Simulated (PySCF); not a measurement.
```xyz
9

Zn     0.0000     0.0000     0.0000
C     -1.5336     0.8104    -0.8845
H     -1.8227     0.2448    -1.7951
H     -1.3179     1.8541    -1.1957
H     -2.4195     0.8392    -0.2157
C      1.5336    -0.8104     0.8845
H      1.2257    -1.6492     1.5435
H      2.0748    -0.0737     1.5147
H      2.2596    -1.2152     0.1483
```

Charge 0, multiplicity 1.

Question: Give the Mulliken and meta-Löwdin atomic charges from PySCF 2.14.0 with TPSSh-D3(BJ)/def2-TZVP // PBE-D3(BJ)/def2-SVP.

Answer: 
```csv
atom,Mulliken (e),meta-Löwdin (e)
Zn1,0.36,1.04
C2,-0.56,-0.84
H3,0.13,0.11
H4,0.13,0.11
H5,0.13,0.11
C6,-0.56,-0.84
H7,0.13,0.11
H8,0.13,0.11
H9,0.13,0.11
```
